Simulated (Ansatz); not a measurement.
Program: Ansatz. Geometries: PBE0-D4/def2-TZVP. ΔE: electronic, gas phase. CCSD(T)/CBS adds triple-zeta CCSD(T) − MP2 to the extrapolated MP2 energy (def2 sets, frozen cores). DFT in def2-TZVPP. B3LYP here is the variant with VWN-RPA as its local correlation; programs differ in this. One conformer a species, not always the lowest.

Reaction (formal exchange of groups at a B–C bond): `S=CCB1C[SiH2]1` + `CN[SiH3]` → `[SiH3]B1C[SiH2]1` + `CNCC=S`

`S=CCB1C[SiH2]1`:

Z-matrix (Å, degrees):
```
C
C 1 1.482
B 1 1.561 2 112.5
H 1 1.105 2 108.4 3 112.9
H 1 1.092 2 111.6 3 -128.1
S 2 1.610 1 126.0 3 117.3
H 2 1.093 1 114.3 3 -60.6
C 3 1.507 1 135.1 2 -173.0
Si 3 1.929 1 143.1 2 69.0
H 8 1.088 3 124.3 1 -13.4
H 8 1.094 3 118.6 1 136.6
H 9 1.486 3 121.8 1 30.6
H 9 1.479 3 126.2 1 -144.8
```

`CN[SiH3]`:

Z-matrix (Å, degrees):
```
C
N 1 1.447
H 1 1.093 2 109.5
H 1 1.094 2 110.9 3 -117.8
H 1 1.098 2 113.8 3 120.2
Si 2 1.716 1 123.0 3 -36.9
H 2 1.007 1 113.6 3 170.5
H 6 1.486 2 107.4 1 175.3
H 6 1.488 2 108.6 1 55.3
H 6 1.496 2 115.3 1 -64.3
```

`[SiH3]B1C[SiH2]1`:

Z-matrix (Å, degrees):
```
Si
B 1 1.987
H 1 1.490 2 110.4
H 1 1.491 2 113.8 3 121.8
H 1 1.490 2 108.9 3 -117.8
C 2 1.486 1 135.0 3 -104.1
Si 2 1.905 1 136.3 3 11.3
H 6 1.095 2 124.8 1 -157.9
H 6 1.089 2 122.9 1 5.6
H 7 1.480 2 126.7 1 156.0
H 7 1.486 2 122.3 1 -29.2
```

`CNCC=S`:

Cartesian coordinates in Å:
```
C -0.633 -0.327 1.351
N 0.465 -0.704 0.484
C 0.284 -0.274 -0.883
C 0.556 1.189 -1.030
S -0.232 2.203 -1.996
H -0.456 -0.713 2.356
H -0.688 0.763 1.422
H -1.615 -0.685 1.004
H 0.610 -1.703 0.516
H 1.029 -0.786 -1.507
H -0.706 -0.501 -1.308
H 1.387 1.539 -0.410
```

```tsv
level	ΔE (kJ/mol)
r2SCAN-D4	113.8
PBE0-D4	107.8
ωB97M-V	116.0
PBE0	108.0
B3LYP	114.5
CCSD(T)/def2-TZVPP	108.3
HF/def2-QZVPP	129.7
MP2/CBS(def2)	121.1
```

(1) What does CCSD(T)/CBS give? (Estimate.)

Largest T1 diagnostic among the species: 0.016.

## Answers

(1) Ansatz gave: +111.8 kJ/mol. The listed levels differ from it by 2.0, -4.0, 4.2, -3.8, 2.7, -3.5, 17.9, 9.3 kJ/mol.

In def2-TZVPP, CCSD(T) changes the Hartree–Fock value by −19.9 kJ/mol (the triples alone add −3.8 kJ/mol) and MP2 by −10.6 kJ/mol. From PBE to PBE0 (25 % exact exchange), in def2-TZVPP and without D4, ΔE moves by +6.1 kJ/mol.
